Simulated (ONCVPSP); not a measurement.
# K: one change to an ONCV potential, before and after

| Property | Result |
| --- | --- |
| Element | potassium (K) |
| Generator | ONCVPSP 4.0.1 |
| Type | optimised norm-conserving Vanderbilt (ONCV) |
| Functional | LDA (Perdew-Wang 92) |
| Relativity | scalar-relativistic |
| Frozen core | [Ne] |
| Valence charge | 9 |
| Reference configuration | 3s2 3p6 4s0.5 (charge +0.5) |
| Partial waves | 3s+4s: rc 2.50 bohr, ncon 4, nbas 7, qcut 5.7 1/bohr, 2 projectors; 3p: rc 2.00 bohr, ncon 3, nbas 7, qcut 7.1 1/bohr, 3 projectors, debl 3.3 Ha; d scattering state at 0.13 Ha: rc 2.15 bohr, ncon 4, nbas 7, qcut 5.3 1/bohr, 2 projectors, debl 1.8 Ha |
| Local potential | polynomial inside 1.95 bohr (lpopt 5, dvloc0 0 Ha) |
| Core correction | none |

In the d channel the program set the typed energies aside and used 0.050, 1.850 Ha.

Change: all radii scaled by about 0.86 (s 2.14, p 1.72, d 1.84 bohr); local potential polynomial inside 1.68 bohr (lpopt 5, dvloc0 0 Ha).

Cutoffs: the cutoffs (Ha) at which the residual kinetic energy of the hardest occupied pseudo-wave falls to 1 and 0.1 mHa per electron; they do not see the model core or the augmentation charge, which bear on the density cutoff. Errors are all-electron minus pseudo energies relative to the spin-unpolarised reference configuration.

Task: Predict the effect on cutoff, ghosts and configuration errors.

Result: The potential gets neither clearly harder nor softer (13 Ha and 16 Ha → 12 Ha and 15 Ha); the p channel sets the loose cutoff, while the largest relative change is in s, which becomes harder; the errors of the 4 common tests hardly move; neither file shows a bound ghost.

| quantity | base | changed |
| --- | --- | --- |
| cutoff, loose | 13 Ha | 12 Ha |
| cutoff, tight | 16 Ha | 15 Ha |
| loose cutoff by channel | s 4.7 Ha, p 13 Ha | s 8.8 Ha, p 12 Ha |
| bound ghosts | none | none |
| GHOST(+) flags under 300 eV | none | none |
| error for 3s2 3p6 4s1, meV [ΔE -1.71 eV] | 0.0 | 0.0 |
| error for 3s2 3p6 4s0, meV [ΔE 2.70 eV] | -0.1 | -0.1 |
| error for 3s2 3p6 4s0 4p1, meV [ΔE -0.08 eV] | +0.2 | 0.0 |
| error for 3s2 3p6 3d1 4s0, meV [ΔE 0.80 eV] | -0.4 | -0.4 |

Base: The cutoffs count occupied waves only; projector 2 of the d channel, the hardest unoccupied one, needs 41 Ha at the loose tolerance. Changed file: The cutoffs count occupied waves only; projector 2 of the d channel, the hardest unoccupied one, needs 47 Ha at the loose tolerance.
